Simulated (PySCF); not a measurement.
Species: C4H11ClSi.
Geometry (PBE0-D3(BJ)/def2-SVP, Å), atoms numbered from 1 in this order:
```xyz
17
C4H11ClSi angstrom
C      2.234   -0.330   -1.287
Si     0.948    0.484   -0.194
C     -0.631    0.919   -1.183
C     -1.241   -0.289   -1.875
C     -1.645    1.656   -0.326
Cl    -0.053    2.073   -2.483
H      1.901   -1.325   -1.621
H      3.186   -0.452   -0.749
H      2.413    0.294   -2.175
H      1.468    1.746    0.413
H      0.535   -0.443    0.913
H     -2.109    0.011   -2.483
H     -0.519   -0.789   -2.535
H     -1.587   -1.016   -1.122
H     -1.999    0.997    0.484
H     -1.210    2.558    0.129
H     -2.517    1.961   -0.927
```

Linear response at CAM-B3LYP/def2-SVPD (PySCF, frozen core in the response, non-relativistic). One conformer (not necessarily the lowest) at the PBE0-D3(BJ)/def2-SVP geometry, without solvent, vibrations or thermal averaging.

Static isotropic polarisability: 90.69 au (13.44 Å³), principal values 84.5, 92.2, 95.4 au.

**Question.** What is the polarisability at 1064 nm and at the sodium D line?

**Answer.** 91.42 au at 1064 nm (+0.8 %), 93.11 au at 589.3 nm (+2.7 %). The rise at 589.3 nm is 3.34 times that at 1064 nm; a pure ω² law gives 3.26. The lowest singlet lies at 185 nm, shorter than both wavelengths.

**Question.** What is the isotropic C6 coefficient between two such molecules, C6 = (3/π)∫α(iω)² dω?

**Answer.** 3309 au (Eh·bohr⁶) by a ten-point quadrature over imaginary frequencies, which is 1980 eV·Å⁶ or 191 J·nm⁶/mol.

**Question.** Which effective excitation energy ω̄ makes London's formula C6 = (3/4)α²ω̄ exact here?

**Answer.** ω̄ = 4·C6/(3α²) = 0.536 Eh = 14.6 eV. A one-pole form α(ω) = α/(1 − ω²/ω̄²) fitted to the 1064 nm value gives 13.1 eV. London's choice of the ionisation energy (9.92 eV, ΔSCF at the same level) gives C6 = 2250 au, 32 % too low.

**Question.** How many electrons N does the Slater–Kirkwood formula C6 = (3/4)·√N·α^(3/2) need to give this C6?

**Answer.** N = (4·C6/3)²/α³ = 26.1; the species has 66 electrons in all.

**Question.** The lowest 10 singlets have (eV, f): 6.69, 0.014; 7.16, 0.002; 7.66, 0.033; 8.04, 0.002; 8.29, 0.033; 8.32, 0.057; 8.54, 0.189; 8.63, 0.020; 8.69, 0.081; 8.79, 0.023. What share of the static polarisability do they carry in the sum over states α = Σ f/ω²?

**Answer.** 4.81 au, 5.3 % of α; the largest term, 1.92 au, is that of the state at 8.54 eV. Their oscillator strengths add up to 0.46. Higher states carry the rest.

**Question.** What n − 1 at the D line would an ideal gas of it have at 273.15 K and 1 atm (2.6868 × 10¹⁹ cm⁻³), by n − 1 = 2π·N·α′?

**Answer.** 23.29 × 10⁻⁴, a formal value whether or not that pressure can be reached.

**Question.** What three-body coefficient follows from the one-pole estimate C9 = (3/4)·α·C6?

**Answer.** 225000 au. This is an estimate from the two numbers above, not a computed integral.
